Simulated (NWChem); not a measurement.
System: CrO₂Cl₂; SMILES [O]=[Cr](=[O])([Cl])[Cl]

```xyz
5

Cr     0.0000     0.0000     0.3536
O      0.0000    -1.2396     1.2420
O      0.0000     1.2396     1.2420
Cl     1.7464     0.0000    -0.8340
Cl    -1.7464     0.0000    -0.8340
```
Atoms are numbered in this order, from 1.

All runs: NWChem. Medium grid unless said otherwise, to which SCAN and Minnesota functionals are sensitive. Coordinates come from a PBE0/def2-SVP optimisation.

**Question.** Estimate the computed values for M05-2X/def2-SVP. Quantities: highest occupied level (eV); orbital gap (eV); dipole (D).

**Answer.** 
| Item | Value |
|---|---|
| highest occupied level (eV) | -11.03 |
| orbital gap (eV) | 6.95 |
| dipole (D) | 0.58 |
